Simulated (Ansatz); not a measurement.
Total energies of triphenylsulfonium tris(triflyl)methide, `O=S(=O)([C-](S(=O)(=O)C(F)(F)F)S(=O)(=O)C(F)(F)F)C(F)(F)F.c1ccc([S+](c2ccccc2)c2ccccc2)cc1` from Ansatz at PBE0-D4/def2-SVP, gas phase (1 Eh = 27.2114 eV = 2625.5 kJ/mol). The reference geometry is relaxed at PBE-D4/def2-SVP.

```tsv
state	geometry	energy (Eh)
charge 0 singlet	reference	-3784.87527
charge 1 doublet	reference	-3784.55507
charge -1 doublet	reference	-3784.90783
charge -1 doublet	relaxed at PBE-D4/def2-SVP	-3784.92387
free O atom (triplet)	–	-74.92490
free S atom (triplet)	–	-397.83788
free C atom (triplet)	–	-37.76066
free F atom (doublet)	–	-99.54906
free H atom (doublet)	–	-0.50029
```

Single mean-field runs in def2-SVP are fitted with def2-universal-jkfit.

Work out the vertical ionisation energy to the doublet.

E(charge 1 doublet) − E(charge 0 singlet) = -3784.55507 − (-3784.87527) = 0.32020 Eh = 8.71 eV. For comparison, −ε of the highest occupied level is 7.36 eV at this level, 1.35 eV less.

Work out the vertical electron affinity, to the doublet.

E(charge 0 singlet) − E(charge -1 doublet) = -3784.87527 − (-3784.90783) = 0.03256 Eh = 0.89 eV. The basis lacks diffuse functions, which makes affinities too small.

Give the fundamental gap IE − EA, the Mulliken electronegativity (IE + EA)/2 and the hardness (IE − EA)/2.

From the values in Eh: IE − EA = 0.32020 − 0.03256 = 0.28764 Eh = 7.83 eV; (IE + EA)/2 = 4.80 eV; (IE − EA)/2 = 3.91 eV. The HOMO–LUMO gap of the same run is 5.28 eV, 2.55 eV smaller than the fundamental gap.

How much does the charge -1 doublet relax, and what is the adiabatic electron affinity?

Relaxation: -3784.90783 − (-3784.92387) = 0.01604 Eh = 0.44 eV. Adiabatic electron affinity: 0.04860 Eh = 1.32 eV, without zero-point energy. 

What is the binding energy per atom against free atoms?

Atoms: 6 × (-74.92490) + 4 × (-397.83788) + 22 × (-37.76066) + 9 × (-99.54906) + 15 × (-0.50029) = -3775.08133 Eh. Binding: -3775.08133 − (-3784.87527) = 9.79394 Eh = 266.51 eV, or 4.76 eV for each of 56 atoms (no zero-point energy, no counterpoise term).

At PBE0-D4/def2-SVP the highest occupied level of the charge -1 doublet lies above zero (up to 0.38 eV). By energy differences its removal costs 0.89 eV (vertical, to the charge 0 singlet, at PBE0-D4/def2-SVP); self-interaction error and the lack of diffuse functions both raise the level.
